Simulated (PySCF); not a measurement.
**A small calculation by hand: oscillator strength and radiative lifetime**

C2H12OSi3, SMILES O([SiH2][SiH3])[C@H]([SiH3])C.

Coordinates come from a B3LYP-D3(BJ)/def2-SVP optimisation. The structure was generated by enumeration; whether it is a known compound was not checked. Other conformers were not sampled.

TDA-PBE/def2-SVPD in PySCF puts the first singlet state with f over 0.02 at 5.56 eV (vertical), with the transition dipole (-0.340, -0.072, -0.222) in atomic units.

### Question
Find the oscillator strength, the wavelength and the radiative lifetime that this transition would have in vacuum if emission retraced absorption.

### Answer

|μ|² = 0.1701 au, so |μ| = 1.05 D. ΔE = 5.56/27.211 = 0.2043 hartree. f = (2/3) ΔE |μ|² = 0.023 (the program prints 0.023).
λ = 1239.84/5.56 = 223 nm; ν = 44844 cm⁻¹.
Einstein's coefficient A = 0.6670 ν² f s⁻¹ (ν in cm⁻¹) = 3.1e7 s⁻¹, so τ = 1/A = 32 ns. This state is S2; the lower singlet has f = 0.001. The figure is the radiative limit of this one transition; relaxation, internal conversion, crossing to triplets and a medium change what is measured.
